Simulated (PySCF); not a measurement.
**Zr⁻ (zirconium, charge -1) across methods**

[Kr] 4d3 5s2, high-spin 4F determinant. Calculation: PySCF 2.14, in dyall-av2z (22s15p11d2f, 136 functions); the non-relativistic Hamiltonian (point nucleus).

```tsv
method	E (hartree)	mean ε 5s α (eV)	mean ε 4d α (eV)	mean ε 5s β (eV)	Σ⟨r²⟩ (bohr²)	⟨S²⟩
r2SCAN	-3540.96	-0.085	0.863	0.821	116.8	3.928
LDA	-3536.80	0.125	1.383	0.825	107.5	3.789
PBE	-3540.53	0.245	1.348	0.941	109.8	3.791
B3LYP	-3541.00	0.002	0.746	0.563	109.4	3.779
revPBE	-3540.71	0.264	1.311	0.976	111.0	3.801
UHF	-3539.00080	-2.023	-3.297	0.163	152.2	4.212
r2SCAN0	-3540.97	-0.505	-0.033	0.495	116.6	3.917
```

(1) Estimate the same row for PBE0.

A non-relativistic calculation at this Z misses sizeable relativistic shifts. At PBE0 the highest occupied level has a positive energy, so only the finite basis holds that electron; in a semilocal or global hybrid functional this comes from self-interaction and does not mean that the real anion is unbound.

The highest occupied level is positive at PBE0, r2SCAN, LDA, PBE, B3LYP, revPBE, UHF, r2SCAN0: only the finite basis holds that electron, at UHF too, so the state is unbound at these levels.

Results:

(1) E (hartree) = -3540.63; mean ε 5s α (eV) = -0.208; mean ε 4d α (eV) = 0.382; mean ε 5s β (eV) = 0.568; Σ⟨r²⟩ (bohr²) = 110.6; ⟨S²⟩ = 3.804.
